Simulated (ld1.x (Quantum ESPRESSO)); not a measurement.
# Before and after: TM potential for iodine

- Element: iodine
- Generator: ld1.x (Quantum ESPRESSO) 7.5
- Type: norm-conserving Troullier–Martins (Kleinman–Bylander form)
- Functional: LDA (PZ)
- Relativity: scalar-relativistic
- Frozen core: [Kr] 4d10
- Valence charge: 7
- Reference configuration: 5s2 5p5
- Partial waves: 5s (bound): rc 1.30 bohr; 5d channel at 0.4 Ry: rc 1.85 bohr; 5p (bound): rc 2.00 bohr
- Local potential: the p channel
- Core correction: Bessel-smoothed model core, default radius (core density twice the valence density)

Change: wave 5p (bound): rc 2.00 bohr becomes 5p (bound): rc 2.38 bohr.

Cutoffs: the cutoffs (Ry, on a coarse ladder) from which the occupation-weighted sum of valence levels, in a spherical-Bessel basis at the reference potential, stays within 10 and 1 mRy of its value at 400 Ry; they do not see the model core or the augmentation charge, which bear on the density cutoff. Errors are all-electron minus pseudo energies relative to the spin-unpolarised reference configuration.

Predict the effect on cutoff, ghosts and configuration errors.

The potential gets neither clearly harder nor softer (110 Ry and 230 Ry → 110 Ry and 230 Ry); both files keep a bound ghost (d); of the 9 tests that both files solve, the error grows in 1 and shrinks in 8 by more than 15 % and 0.3 meV (median size 10.7 → 5.0 meV).

```csv
quantity,base,changed
"cutoff, loose",110 Ry,110 Ry
"cutoff, tight",230 Ry,230 Ry
loose cutoff by channel (10 mRy a level),"s 50 Ry, p 15 Ry","s 50 Ry, p 12 Ry"
bound ghosts,d,d
"error for 5s2 5p4, meV [ΔE 11.30 eV]",-3.0,-1.7
"error for 5s2 5p3, meV [ΔE 31.37 eV]",-11,-5.0
"error for 5s2 5p2, meV [ΔE 60.98 eV]",-34,-20
"error for 5s2 5p1, meV [ΔE 100.78 eV]",-92,-70
"error for 5s2 5p4.5, meV [ΔE 4.61 eV]",-1.3,-1.0
"error for 5s1 5p6, meV [ΔE 10.51 eV]",-30,-25
"error for 5s1 5p5, meV [ΔE 22.37 eV]",-33,-25
"error for 5s2 5p5 (spin-polarised), meV [ΔE -0.12 eV]",+0.9,+0.2
"error for 5s2 5p4 (spin-polarised), meV [ΔE 10.74 eV]",+0.6,-1.8
```

 A true bound ghost makes a file unfit for plane-wave use even where its test errors are small: the radial tests pick states by their node count and pass the ghost by.
